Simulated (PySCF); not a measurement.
A small calculation by hand: dipole moment from atomic charges

Al(F)(I)(Me) (CH3AlFI), SMILES [CH3][Al]([F])[I]. Atoms are numbered in the order given.

```xyz
7

Al     0.1196    -1.2801     0.4444
F     -1.1014    -2.3385     0.0367
I     -0.1351     1.0404    -0.3815
C      1.6243    -1.8929     1.4981
H      2.3111    -1.0734     1.7579
H      2.1908    -2.6567     0.9385
H      1.2724    -2.3673     2.4295
```

The structure is a stationary point at B3LYP-D3(BJ)/def2-SVP. The def2 effective core potentials stand for the cores of I; spin–orbit coupling is left out.

Charges (e) from r2SCAN/def2-TZVP in PySCF:

| atom | ESP fit | Mulliken |
|---|---|---|
| Al1 | 0.791 | 0.707 |
| F2 | -0.390 | -0.346 |
| I3 | -0.219 | -0.213 |
| C4 | -0.652 | -0.574 |
| H5 | 0.113 | 0.147 |
| H6 | 0.177 | 0.140 |
| H7 | 0.179 | 0.141 |

The dipole moment of the full density is 2.03 D.

**Question.** What dipole moment does each set of point charges give, and which comes closer to that of the density?

**Answer.** 
μ = Σ q r, and 1 e Å = 4.8032 D.
ESP fit: Σ q r = (0.371, -0.109, 0.244) e Å, |μ| = 2.20 D.
Mulliken: Σ q r = (0.388, -0.095, 0.255) e Å, |μ| = 2.28 D.
ESP fit comes closer in size. Point charges leave out the atoms' own dipoles (lone pairs, polarised bonds); fits to the potential absorb them, partitions of the density don't.
